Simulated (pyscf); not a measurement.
**Cl–SiH(Cl)–GeH₃ (SMILES Cl[SiH](Cl)[GeH3]), singlet**

Gas-phase minimum from PySCF at ωB97X-D3(BJ)/def2-SVP, one conformer. 

SMILES: [SiH]([GeH3])(Cl)Cl
```xyz
8

Cl    -1.8466     0.5249    -2.5323
Si     0.0221     0.1664    -1.7348
Cl     0.5081    -1.8176    -2.0250
Ge    -0.0865     0.5589     0.5842
H      1.0015     0.9891    -2.4843
H     -0.4682     2.0213     0.8537
H     -1.1570    -0.3692     1.1706
H      1.2711     0.2554     1.2334
```
Charge 0, spin multiplicity 1.

Bond lengths (Å): Cl1–Si2 2.063, Si2–Cl3 2.063, Si2–Ge4 2.354, Si2–H5 1.483, Ge4–H6 1.535, Ge4–H7 1.533, Ge4–H8 1.535. Angles (°): Cl1–Si2–Cl3 109.0, Cl1–Si2–Ge4 108.1, Cl1–Si2–H5 107.8, Cl3–Si2–Ge4 108.0, Cl3–Si2–H5 107.9, Ge4–Si2–H5 115.8, Si2–Ge4–H6 110.1, Si2–Ge4–H7 107.9, Si2–Ge4–H8 110.0, H6–Ge4–H7 109.6, H6–Ge4–H8 109.5, H7–Ge4–H8 109.6.

Properties at ωB97X-D3(BJ)/def2-SVP:

```
Quantity                                                                                                                                                                                                          Value
---------------------------------------------------------------------------------------------------------------------  ------------------------------------------------------------------------------------------------
Harmonic wavenumbers, unscaled                                                                                         93, 106, 126, 192, 357, 479, 493, 556, 603, 766, 816, 834, 901, 901, 2193, 2196, 2204, 2292 cm⁻¹
Zero-point energy                                                                                                                                                                                         23.0 kcal/mol
Rotational symmetry number                                                                                                                                                                                            1
Entropy of this conformer at 298 K and 1 atm, rigid rotor and harmonic oscillator, modes under 100 cm⁻¹ raised to 100                                                                                   364.3 J/(mol K)
Dipole moment                                                                                                                                                                                                    1.63 D
```

Single-point totals, which compare only within one level:

| level | total energy (hartree) |
|---|---|
| ωB97X-D3(BJ)/def2-TZVP | -3289.44432 |
| PBE/def2-TZVP | -3288.58933 |
| r²SCAN/def2-TZVP | -3289.34404 |
| B3LYP-D3(BJ)/def2-TZVP | -3289.55339 |
| PBE0-D3(BJ)/def2-TZVP | -3288.75957 |
| M06-2X/def2-TZVP | -3289.38114 |
| ωB97M-D3(BJ)/def2-TZVP | -3289.60172 |

Soft torsions are taken as harmonic, which can shift the entropy by several J/(mol K). Elements up to Kr have no core potential and no relativistic terms here.
